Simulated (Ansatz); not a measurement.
Ansatz results at the PBE0-D4/def2-TZVP geometry: size of the dipole moment (PBE/def2-TZVPP) 1.34 D; size of the dipole moment (ωB97M-V/def2-TZVPP) 1.51 D; size of the dipole moment (B3LYP/def2-TZVPP) 1.43 D.

Each molecule was computed in one conformer, which needn't be the lowest.

(1) Which molecule gave them?
A. `[CH2][SiH](Cl)Cl`•
B. `[F][SnH][F]`•
C. `CO[Si](O)Cl`•
D. `O[SiH]O[SiH](O)F`•

Answers

(1) D. The others give `CO[Si](O)Cl`•: 2.34, 2.37, 2.38; `[CH2][SiH](Cl)Cl`•: 1.80, 1.94, 1.90; `[F][SnH][F]`•: 3.15, 3.47, 3.44.

B3LYP here is the variant with VWN-RPA as its local correlation; programs differ in this.
